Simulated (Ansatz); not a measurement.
Nb(OH)4 (H₄NbO₄), SMILES [OH][Nb]([OH])([OH])[OH] (connectivity only; charge and spin as stated), neutral, multiplicity 2.

The structure is a stationary point at B3LYP-D3(BJ)/def2-SVP. The multiplicity is an assumed one; other spin states were not compared. The def2 effective core potentials stand for the cores of Nb; spin–orbit coupling is left out. The values are those of a single conformer.

Two levels are set side by side: PBE/def2-TZVPD (Ansatz, a first-principles code) and CAM-B3LYP/def2-TZVPD (Ansatz). Energy differences of separate SCF runs at the same geometry; the states with an electron removed or added have multiplicity 1 and 1. Differences are taken from unrounded values.

```json
[
 {"quantity": "vertical ionisation energy (eV)", "CAM-B3LYP": "7.26", "PBE": "6.64", "PBE minus CAM-B3LYP": "-0.62"}
]
```
